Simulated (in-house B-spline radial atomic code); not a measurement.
**KLI/ALDAx excitations of the fluorine ion F⁵⁺**

Method: KLI/ALDAx. Computed with a B-spline radial code for spherical atoms: linear response of the closed shell [He] 2s2 with the adiabatic LDA exchange kernel on the exchange-only KLI potential; scalar-relativistic (spin-free one-electron X2C), finite nucleus, no spin-orbit coupling, no double excitations, S, P, D and F terms only.

Command:
```bash
python run_td.py task.json out
```
Settings (radii: box in bohr, nucleus in fm):
```
Z                        9
electrons                4
configuration            [He] 2s2
hamiltonian              x2c
method                   kli
box_radius               16.35
rms_radius               2.8976
intervals                106
```

Time taken, with all properties: 0.5 s on 1 thread of Arm Neoverse N1 (shared host).

The lowest states, in the order of their Tamm-Dancoff energies; the method's threshold (minus the highest occupied level) is 154.30 eV. Labels give the largest channel, * marks a mixed state, and oscillator strengths are full-response dipole values. Semilocal kernels can invert the small singlet-triplet splittings of Rydberg terms. Energies in eV:

| state | full response | Tamm-Dancoff | oscillator strength |
| --- | --- | --- | --- |
| 2s → 2p 3P | 9.220 | 10.577 | - |
| 2s → 2p 1P | ? | ? | ? |
| 2s → 3s 3S | 90.05 | 90.07 | - |
| 2s → 3s 1S | 92.72 | 92.75 | - |
| 2s → 3p 3P | 94.37 | 94.39 | - |
| 2s → 3p 1P | 95.35 | 95.36 | 0.472 |
| 2s → 3d 3D | 96.95 | 96.99 | - |
| 2s → 3d 1D | ? | ? | - |
| 2s → 4s 3S | 119.84 | 119.84 | - |
| 2s → 4s 1S | 120.68 | 120.69 | - |
| 2s → 4p 3P | 121.57 | 121.57 | - |
| 2s → 4p 1P | 121.89 | 121.89 | 0.135 |
| 2s → 4d 3D | 122.66 | 122.67 | - |
| 2s → 4f 3F | 123.24 | 123.25 | - |
| 2s → 4d 1D | 123.33 | 123.33 | - |
| 2s → 4f 1F | 123.34 | 123.35 | - |

(1) Where does 2s → 3d 1D lie?

(2) Where does 2s → 2p 1P lie?

(3) How large is the singlet-triplet splitting of 2s → 2p (P terms) in Tamm-Dancoff?

(4) What polarisabilities and dispersion coefficient does the method give?

Results:

(1) At 98.91 eV in full response, 98.92 eV in Tamm-Dancoff.

(2) At 21.846 eV in full response, 23.100 eV in Tamm-Dancoff, oscillator strength 0.425.

(3) 12.5 eV, from the unrounded values.

(4) Dipole 0.7213 bohr³, quadrupole 0.2093 bohr⁵, C6 0.3572 hartree·bohr⁶ for two such species.
